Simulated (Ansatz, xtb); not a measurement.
## C4H6F2O2: which of two isomers lies lower

Structure X is `CCC(F)(F)C(=O)O`, a singlet and structure Y is `CC(=O)OCC(F)F`, a singlet. Both are isolated molecules in the gas phase, relaxed with B3LYP-D3(BJ)/def2-SVP; each stands in its lowest conformer found.

Quicker runs give these differences E(Y) − E(X): GFN2-xTB −10.3 kJ/mol; HF/STO-3G −9.2 kJ/mol (at GFN2-xTB geometries); r2SCAN-D4/def2-SVP +27.9 kJ/mol (at GFN2-xTB geometries).

Task: Which of the two would you expect CCSD(T)/def2-SVP + ΔMP2/def2-TZVPP electronic energies to favour?

Result: Structure X; the calculation gives E(Y) − E(X) = +23.2 kJ/mol.

How the difference moves with the method:

```tsv
level	geometry	E(Y) − E(X) (kJ/mol)	departure from the last row (kJ/mol)	job, with rough time for the two
GFN2-xTB	GFN2-xTB	−10.3	−33.5	optimisation, 0.12 s
HF/STO-3G	GFN2-xTB	−9.2	−32.4	single point, 0.34 s
r2SCAN-D4/def2-SVP	GFN2-xTB	+27.9	+4.7	single point, 3.3 s
B3LYP-D3(BJ)/def2-SVP	B3LYP-D3(BJ)/def2-SVP	+22.8	−0.3	optimisation, 49 s
HF/def2-SVP	B3LYP-D3(BJ)/def2-SVP	+9.0	−14.1	part of the CCSD(T) run
MP2/def2-SVP	B3LYP-D3(BJ)/def2-SVP	+35.7	+12.5	part of the CCSD(T) run
CCSD(T)/def2-SVP	B3LYP-D3(BJ)/def2-SVP	+29.7	+6.5	single point
CCSD(T)/def2-SVP + ΔMP2/def2-TZVPP	B3LYP-D3(BJ)/def2-SVP	+23.2		single point, 87 s
```

As drawn, Y has 1 C–O, 1 C–H in place of 1 C–C, 1 O–H.

GFN2-xTB, HF/STO-3G put the two in the other order. The largest departure from CCSD(T)/def2-SVP + ΔMP2/def2-TZVPP is that of GFN2-xTB, 33.5 kJ/mol. A small imaginary or near-zero mode remains, so no thermal terms are given. The last row adds to CCSD(T) the change of the MP2 difference between the two basis sets, here −6.5 kJ/mol.

The correlated steps freeze 8 core orbitals. Programs: Ansatz 0.2.0, xtb 6.7.1; the last row on 4 threads of Arm Neoverse V2 on a shared host.
